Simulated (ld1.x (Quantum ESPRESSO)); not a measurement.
**Before and after: TM potential for fluorine**

ld1.x (Quantum ESPRESSO) 7.5 input, shortened:

```
&input
   title='F', zed=9., rel=1, dft='PBESOL', iswitch=3,
   config='[He] 2s2 2p4 3d-2'
 /
 &inputp
   pseudotype=2, tm=.true., lloc=1,
   nlcc=.false.
 /
3
2S  1  0   2.00   0.00  0.50  0.50  0.0
3D  3  2  -2.00  -0.05  0.85  0.85  0.0
2P  2  1   4.00   0.00  0.80  0.80  0.0
 &test
   configts(1)='2s2 2p4'
 /
```

Change: wave 2p (bound): rc 0.80 bohr becomes 2p (bound): rc 0.90 bohr.

Cutoffs: the cutoffs (Ry, on a coarse ladder) from which the occupation-weighted sum of valence levels, in a spherical-Bessel basis at the reference potential, stays within 10 and 1 mRy of its value at 400 Ry; they do not see the model core or the augmentation charge, which bear on the density cutoff. Errors are all-electron minus pseudo energies relative to the spin-unpolarised reference configuration.

Problem. What does the change do?

Solution. Of the 7 tests that both files solve, the error grows in 3 and shrinks in 2 by more than 15 % and 0.3 meV (median size 33.6 → 39.0 meV); neither file shows a bound ghost.

| quantity | base | changed |
| --- | --- | --- |
| bound ghosts | none | none |
| error for 2s2 2p5, meV [ΔE -19.32 eV] | +2.9 | +1.6 |
| error for 2s2 2p3, meV [ΔE 38.28 eV] | +7.5 | +8.4 |
| error for 2s2 2p2, meV [ΔE 98.77 eV] | +76 | +91 |
| error for 2s2 2p4.5, meV [ΔE -11.81 eV] | +1.5 | +1.2 |
| error for 2s1 2p6, meV [ΔE -0.62 eV] | +43 | +52 |
| error for 2s1 2p5, meV [ΔE 18.99 eV] | +34 | +39 |
| error for 2s2 2p1, meV [ΔE 184.36 eV] | +325 | +402 |
